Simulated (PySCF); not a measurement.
propoxy(silyl)silane (C3H12OSi2), SMILES CCCO[SiH2][SiH3]. Atoms are numbered in the order given.

```xyz
18

C     -3.0590    -0.0209    -0.7195
C     -2.6942     0.1051     0.7593
C     -1.3770    -0.5751     1.1138
O     -0.3162     0.0344     0.3813
Si     1.2581    -0.5699     0.3863
Si     2.4662     0.8106    -1.0780
H     -2.2535     0.4014    -1.3522
H     -3.9994     0.5158    -0.9553
H     -3.1938    -1.0835    -1.0123
H     -3.4893    -0.3344     1.4002
H     -2.6170     1.1767     1.0439
H     -1.1846    -0.4923     2.2101
H     -1.4364    -1.6656     0.8730
H      1.8483    -0.5398     1.7785
H      1.2783    -2.0116    -0.0712
H      2.4517     2.2348    -0.5920
H      3.8960     0.3408    -1.1514
H      1.8705     0.7587    -2.4591
```

Coordinates come from a PBE-D3(BJ)/def2-SVP optimisation. The values are those of a single conformer.

Method: r2SCAN/def2-TZVP (PySCF).

ESP charges are fitted to the potential on shells at 1.4 to 2.0 van der Waals radii. Atomic charges (e):

```tsv
atom	ESP fit	Mulliken	meta-Löwdin	Löwdin
C1	-0.36	-0.34	-0.34	-0.32
C2	0.09	-0.11	-0.19	-0.30
C3	-0.18	-0.02	0.02	-0.33
O4	-0.20	-0.40	-0.62	0.04
Si5	0.26	0.30	0.63	0.08
Si6	0.01	0.08	0.19	0.13
H7	0.10	0.12	0.12	0.12
H8	0.09	0.11	0.11	0.12
H9	0.10	0.09	0.10	0.12
H10	0.02	0.08	0.11	0.14
H11	0.04	0.08	0.11	0.14
H12	0.09	0.09	0.09	0.12
H13	0.11	0.08	0.09	0.12
H14	-0.06	-0.05	-0.11	-0.04
H15	-0.07	-0.05	-0.11	-0.04
H16	-0.02	-0.03	-0.07	-0.03
H17	-0.02	-0.03	-0.07	-0.03
H18	-0.01	-0.03	-0.07	-0.03
```

Computed Mayer and Wiberg (Löwdin basis) orders of the bonds:
```
bond     Mayer  Wiberg
-------  -----  ------
C1–C2     0.98    1.30
C2–C3     0.99    1.26
C3–O4     0.93    1.46
O4–Si5    1.14    1.53
Si5–Si6   0.95    1.15
C1–H7     0.97    0.90
C1–H8     0.97    0.91
C1–H9     0.97    0.91
C2–H10    0.96    0.84
C2–H11    0.96    0.84
C3–H12    0.96    0.87
C3–H13    0.96    0.87
Si5–H14   0.91    0.93
Si5–H15   0.91    0.93
Si6–H16   0.94    0.96
Si6–H17   0.94    0.96
Si6–H18   0.94    0.96
```
